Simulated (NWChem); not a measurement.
System: C$_{3}$H$_{2}$F$_{2}$O$_{2}$; SMILES FC1(F)OC=CO1

NWChem input:

```
start job
memory heap 200 mb stack 900 mb global 1100 mb
geometry units angstroms
  F     -1.326038     0.001168    -1.017472
  C     -0.450540    -0.043766     0.013652
  F     -1.237614    -0.250210     1.095140
  O      0.424129    -1.072503    -0.145368
  C      1.686343    -0.496934    -0.129712
  C      1.563999     0.812683     0.031239
  O      0.217916     1.134874     0.125917
  H      2.513943    -1.161927    -0.243479
  H      2.253583     1.625060     0.099041
end
basis spherical
  * library def2-svp
end
dft
  xc pbe0
  iterations 150
end
driver
  maxiter 120
end
task dft optimize
task dft freq
```

The level has its own optimisation; frequencies are unscaled. Brackets give each atom's bonded neighbours.

Task: Predict the main results of this run. (PBE0/def2-SVP.) Quantities: r C–F (Å); r C–O [C(FFOO)–O(CC)] (Å); r C–O [C(CHO)–O(CC)] (Å); r C–C (Å); highest harmonic frequency (cm⁻¹); lowest (cm⁻¹); zero-point energy (kcal/mol); dipole (D).

Result: The r C–F (Å) is 1.333 and the r C–O [C(FFOO)–O(CC)] (Å) is 1.373. The r C–O [C(CHO)–O(CC)] (Å) is 1.374 and the r C–C (Å) comes out as 1.331. The highest harmonic frequency (cm⁻¹) is 3346 and the lowest (cm⁻¹) is 107. The zero-point energy (kcal/mol) is 33.9 and the dipole (D) is 3.06.
